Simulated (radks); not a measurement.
Results of a calculation; reference values are marked as such.
All-electron atom: Ce3+ in [Xe] 6s1 (not the ground configuration). Code: a radial shooting solver on a logarithmic mesh with Libxc functionals. Model: scalar-relativistic Kohn-Sham, PBE, spin-polarised, spherical densities, point nucleus; open shells are filled with parallel spins first (spin-orbit coupling, left out, can overturn this in heavy ions).

Normalised radial functions P(r) = r R(r), r in bohr:

```
   r/bohr * 5s down, o 5p up (the largest magnitude, 0.978, reaches the edge; | marks zero, & curves that meet)
  0.00135                             o*
 0.001815                             o *
 0.002441                             o *
 0.003281                             o  *
 0.004412                             o  *
 0.005979                             o   *
 0.008039                             |o  *
  0.01081                             |o  *
  0.01453                             | o *
  0.01954                             |  &
  0.02648                             |*  o
   0.0356                           * |    o
  0.04786                        *    |     o
  0.06434                      *      |     o
  0.08651                       *     |  o
   0.1163                           o*|
   0.1576                      o      |      *
   0.2119                    o        |         *
   0.2849                         o   |   *
   0.3831                    *        |      o
    0.515              *              |            o
   0.6925                        *    |      o
   0.9385                    o        |              *
    1.262      o                      |                          *
    1.696     o                       |                      *
    2.281              o              |          *
    3.066                       o     |  *
    4.123                            o*
    5.587                             &
    7.512                             &
     10.1                             &
```

5s down: eigenvalue -70.103 eV, 4 radial nodes at r = 0.0302, 0.120, 0.315, 0.749 bohr, <r> = 1.46 bohr, 90 % of the charge inside 2.08 bohr. 5p up: eigenvalue -51.615 eV, 3 radial nodes at r = 0.107, 0.317, 0.800 bohr, <r> = 1.66 bohr, 90 % of the charge inside 2.39 bohr.
